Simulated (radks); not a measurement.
Results of a calculation; reference values are marked as such.
Q: The iridium ion Ir64+, 13 electrons, occupied as [Ne] 3s2 3p1. Code: a radial shooting solver on a logarithmic mesh with Libxc functionals. Model: non-relativistic Kohn-Sham, TPSS, spin-polarised, spherical densities, point nucleus; open shells are filled with parallel spins first (spin-orbit coupling, left out, can overturn this in heavy ions); meta-GGA in the generalised Kohn-Sham scheme; relativity is left out, which matters for an element this heavy. Some entries of the table are withheld. Estimate them.

| orbital | occ. | eigenvalue (eV) | r(max) (bohr) |
|---|---|---|---|
| 1s up | 1 | -74676.61 | 0.01305 |
| 1s down | 1 | -74672.64 | 0.01305 |
| 2s up | 1 | -16583.58 | 0.07044 |
| 2s down | 1 | -16580.77 | 0.07044 |
| 2p up | 3 | -16193.96 | 0.05462 |
| 2p down | 3 | -16189.73 | 0.05463 |
| 3s up | 1 | (1) | 0.1829 |
| 3s down | 1 | (2) | 0.1830 |
| 3p up | 1 | -6794.441 | 0.1708 |
| 3p down | 0 | -6776.975 | 0.1709 |

A: 
(1) 3s up eigenvalue (eV): -6939.339
(2) 3s down eigenvalue (eV): -6921.906
